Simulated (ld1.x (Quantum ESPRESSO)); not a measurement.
Which change was made? (Tc, TM)

- Element: technetium (Tc)
- Generator: ld1.x (Quantum ESPRESSO) 7.5
- Type: norm-conserving Troullier–Martins (Kleinman–Bylander form)
- Functional: PBE
- Relativity: scalar-relativistic
- Frozen core: [Ar] 3d10 4s2
- Valence charge: 13
- Reference configuration: 4p6 4d5 5s0 5p0 (charge +2)
- Partial waves: 5s (bound, empty): rc 2.05 bohr; 4d (bound): rc 1.45 bohr; 4p (bound): rc 1.90 bohr
- Local potential: the p channel
- Core correction: a·sin(br)/r model core, default radius (core density twice the valence density)

Cutoffs, loose and tight: the cutoffs (Ry, on a coarse ladder) from which the occupation-weighted sum of valence levels, in a spherical-Bessel basis at the reference potential, stays within 10 and 1 mRy of its value at 400 Ry. They do not see the model core or the augmentation charge, which bear on the density cutoff. Test errors are all-electron minus pseudo excitation energies from the reference, over the configurations 4p6 4d5 5s2 5p0; 4p6 4d5 5s1 5p0; 4p6 4d4 5s0 5p0; 4p6 4d5 5s1.5 5p0; 4p6 4d6 5s1 5p0; 4p6 4d5 5s0 5p2; 4p6 4d5 5s0 5p1; variants that change the core or the reference have their own tests.

The base gives: outcome: generated; cutoff, loose: 50 Ry; cutoff, tight: 60 Ry; bound ghosts: s; largest test error (meV): +281.

(1) After one change the result is: outcome: generated; cutoff, loose: 50 Ry; cutoff, tight: 60 Ry; bound ghosts: s; largest test error (meV): +119. Which change was it?
A. local potential the s channel
B. wave 4p (bound): rc 1.90 bohr becomes 4p (bound): rc 2.94 bohr
C. reference 4p6 4d5 5s2 5p0

Answers

(1) C. The others give: local potential the s channel → outcome: generated; cutoff, loose: 50 Ry; cutoff, tight: 60 Ry; bound ghosts: none; largest test error (meV): -1164 | wave 4p (bound): rc 1.90 bohr becomes 4p (bound): rc 2.94 bohr → outcome: generated; cutoff, loose: 50 Ry; cutoff, tight: 60 Ry; bound ghosts: s; largest test error (meV): -864.
